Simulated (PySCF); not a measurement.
# Ru⁺ (ruthenium, charge +1) across methods

[Kr] 4d6 5s1, high-spin 6D determinant (an excited configuration). Computed with PySCF 2.14 in aug-cc-pVDZ-PP with ECP28MDF (5s5p4d2f, 54 functions), with scalar relativity through the core potential.

| method | E (hartree) | mean ε 4d α (eV) | mean ε 4d β (eV) | mean ε 5s α (eV) | Σ⟨r²⟩ (bohr²) | ⟨S²⟩ |
| --- | --- | --- | --- | --- | --- | --- |
| r2SCAN | -94.2133 | -17.043 | -13.632 | -12.831 | 38.64 | 8.751 |
| BHandHLYP | -94.0856 | -19.980 | -16.801 | -13.678 | 38.86 | 8.751 |
| BP86 | -94.2523 | -16.648 | -13.928 | -12.718 | 38.87 | 8.750 |
| PBE0 | -94.1689 | -18.391 | -15.239 | -13.212 | 38.80 | 8.751 |
| LDA | -93.9593 | -16.684 | -13.691 | -12.845 | 39.03 | 8.750 |
| B97-3 | -94.1763 | -18.337 | -15.394 | -13.011 | 38.75 | 8.751 |
| UHF | -93.56636 | -23.175 | -18.918 | -14.682 | 39.16 | 8.752 |
| PBE | -94.1807 | -16.564 | -13.675 | -12.551 | 38.90 | 8.750 |

Problem. Estimate the same row for PW91.

Solution. E (hartree) = -94.2270; mean ε 4d α (eV) = -16.631; mean ε 4d β (eV) = -13.759; mean ε 5s α (eV) = -12.627; Σ⟨r²⟩ (bohr²) = 38.88; ⟨S²⟩ = 8.750.

Energies and moments cover only the electrons outside the core potential.
